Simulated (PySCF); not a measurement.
## Partial charges of `NC(=O)/C=C/C(F)=C(F)F`

Species: C5H4F3NO.
Cartesian coordinates in Å at the PBE0-D3(BJ)/def2-SVP level; atoms count from 1:
```
atom  x, y, z in Å
N1    -2.9936    0.0471    0.5345
C2    -1.8106   -0.5937    0.3389
O3    -1.7099   -1.8063    0.3553
C4    -0.6498    0.3063    0.1037
C5     0.5616   -0.2370   -0.0983
C6     1.7586    0.5187   -0.3337
F7     1.6726    1.8509   -0.3555
C8     2.9699   -0.0295   -0.5335
F9     3.1842   -1.3174   -0.5371
F10    4.0555    0.6567   -0.7436
H11   -3.8182   -0.5134    0.7012
H12   -3.0747    1.0524    0.5232
H13   -0.7838    1.3916    0.0966
H14    0.6380   -1.3287   -0.0800
```

Density: PBE0/pcSseg-1 (PySCF); schemes: Mulliken, IAO, Hirshfeld and ESP-fitted. The structure is a single PBE0-D3(BJ)/def2-SVP conformer in the gas phase; no vibrational or solvent corrections.

Q: At which atom do the 4 schemes differ most?

A: At N1: from -0.942 (ESP-fitted) to -0.171 e (Hirshfeld), 0.771 e apart.

Q: Which atoms carry the highest charge in the Mulliken, IAO, Hirshfeld and ESP-fitted schemes?

A: The schemes don't all agree: Mulliken C8 (+0.581); IAO C8 (+0.532); Hirshfeld C8 (+0.166); ESP-fitted C2 (+0.751).

Q: Which atoms carry the lowest charge in the Mulliken, IAO, Hirshfeld and ESP-fitted schemes?

A: The schemes don't all agree: Mulliken O3 (-0.434); IAO O3 (-0.511); Hirshfeld O3 (-0.297); ESP-fitted N1 (-0.942).

Q: What partial charge does each atom carry?

A: In e:

| atom | environment | Mulliken | IAO | Hirshfeld | ESP-fitted |
| --- | --- | --- | --- | --- | --- |
| N1 | amide nitrogen | -0.416 | -0.502 | -0.171 | -0.942 |
| C2 | amide carbonyl carbon | +0.500 | +0.435 | +0.162 | +0.751 |
| O3 | amide oxygen | -0.434 | -0.511 | -0.297 | -0.557 |
| C4 | alkene CH carbon | -0.254 | -0.219 | -0.072 | -0.300 |
| C5 | alkene CH carbon | -0.128 | -0.132 | -0.047 | -0.175 |
| C6 | vinylic C–F carbon | +0.165 | +0.187 | +0.038 | +0.060 |
| F7 | vinyl fluorine | -0.262 | -0.259 | -0.070 | -0.133 |
| C8 | =CF2 carbon | +0.581 | +0.532 | +0.166 | +0.356 |
| F9 | vinyl fluorine | -0.213 | -0.223 | -0.040 | -0.119 |
| F10 | vinyl fluorine | -0.214 | -0.216 | -0.048 | -0.118 |
| H11 | amide N–H hydrogen | +0.202 | +0.288 | +0.143 | +0.421 |
| H12 | amide N–H hydrogen | +0.198 | +0.278 | +0.141 | +0.403 |
| H13 | vinylic hydrogen | +0.119 | +0.150 | +0.041 | +0.179 |
| H14 | vinylic hydrogen | +0.155 | +0.191 | +0.054 | +0.174 |

Mean size of the charges over all atoms: ESP-fitted 0.335 e, IAO 0.294 e, Mulliken 0.274 e, Hirshfeld 0.106 e. Each set sums to the total charge, 0, to within 0.001 e. The IAO scheme projects the occupied orbitals on a minimal set of polarised atomic orbitals and counts the electrons in each atom's part of it. The Mulliken scheme counts on each atom the diagonal of the density matrix times the overlap matrix over that atom's basis functions.

Q: How many electrons does the Hirshfeld scheme count on N1?

A: Z − q = 7 − (-0.171) ≈ 7.170.

Q: Sum the charges by element, for elements with more than one atom.

A: 
| element | atoms | Mulliken | IAO | Hirshfeld | ESP-fitted |
| --- | --- | --- | --- | --- | --- |
| C | 5 | +0.864 | +0.803 | +0.246 | +0.691 |
| F | 3 | -0.688 | -0.697 | -0.158 | -0.370 |
| H | 4 | +0.674 | +0.907 | +0.379 | +1.177 |

Q: How closely do the schemes follow one another over all atoms?

A: Correlation coefficient and root-mean-square difference: Mulliken with IAO 0.99, 0.052 e; IAO with Hirshfeld 0.96, 0.204 e; IAO with ESP-fitted 0.92, 0.174 e; Mulliken with Hirshfeld 0.92, 0.196 e; Hirshfeld with ESP-fitted 0.91, 0.306 e; Mulliken with ESP-fitted 0.90, 0.198 e.
